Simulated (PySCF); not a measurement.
Electron correlation in Ti⁺ (titanium, charge +1)

[Ar] 3d2 4p1, one real determinant (an excited configuration). Computed with PySCF 2.14 in aug-cc-pVDZ, with no relativity, point nucleus. Frozen: [Ar]; 3 electrons correlated.

```json
{"level": "CCSD", "correlation energy (mhartree)": "-10.47"}
{"level": "(T)", "correlation energy (mhartree)": "-0.46"}
{"level": "CCSD(T)", "correlation energy (mhartree)": "-10.93"}
```

Diagnostics: T1 = 0.015, D1 = 0.0324, largest double amplitude 0.187.

The real determinant used has ⟨L²⟩ near 14 against 20 for a pure G term, so it mixes terms. A double-excitation amplitude exceeds 0.15, a sign of near-degeneracy.

Cost of the coupled-cluster step: about 1.6 core-seconds, for 3 correlated electrons.

The reference is one real determinant that mixes LS terms of this configuration.
